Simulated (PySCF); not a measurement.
C₂H₃AlFNO₂, SMILES C[O][Al]([F])[N]=C=O. Coordinates come from a ωB97X-D3(BJ)/def2-SVP optimisation. The structure was generated by enumeration; whether it is a known compound was not checked. Other conformers were not sampled.

Computed equilibrium geometry at ωB97X-D3(BJ)/def2-SVP (PySCF confirms it by a frequency run) as Cartesian coordinates in Å (one conformer of several):
```xyz
10

Al    -0.4749    -0.5926     0.3092
F     -1.1229    -1.2984     1.6577
N      0.5844     0.8043     0.5051
C      1.2970     1.7540     0.6919
O      1.9910     2.6779     0.8653
O     -0.8482    -1.2255    -1.1960
C     -0.5520    -0.9543    -2.5371
H     -0.0560    -1.8237    -3.0020
H     -1.4801    -0.7556    -3.1002
H      0.1131    -0.0785    -2.6543
```
Charge 0, spin multiplicity 1.
